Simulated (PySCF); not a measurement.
Correlation energy of O²⁺ (oxygen, charge +2)

[He] 2s2 2p2, high-spin 3P determinant. Calculation: PySCF 2.14, in 6-31G*; the non-relativistic Hamiltonian (point nucleus). Frozen: 1s2; 4 electrons correlated.

MP2 pair energies summed by pair of shells (mhartree):

```json
{"pair": "2s-2p", "energy": "-26.26", "share (%)": "55.9"}
{"pair": "2s-2s", "energy": "-17.31", "share (%)": "36.8"}
{"pair": "2p-2p", "energy": "-3.41", "share (%)": "7.3"}
```

Total MP2 correlation energy: -46.98 mhartree.

Same-spin part -6.06 and opposite-spin part -40.92 mhartree; SCS-MP2 scales them by 1/3 and 6/5 to -51.12 mhartree.

```json
{"level": "CCSD", "correlation energy (mhartree)": "-69.07"}
{"level": "(T)", "correlation energy (mhartree)": "-0.47"}
{"level": "CCSD(T)", "correlation energy (mhartree)": "-69.54"}
```

Diagnostics: T1 = 0.0048, D1 = 0.0090, largest double amplitude 0.126.

Cost of the coupled-cluster step: 0.08 s of wall time on 1 thread of Neoverse-V1 (shared host), for 4 correlated electrons.
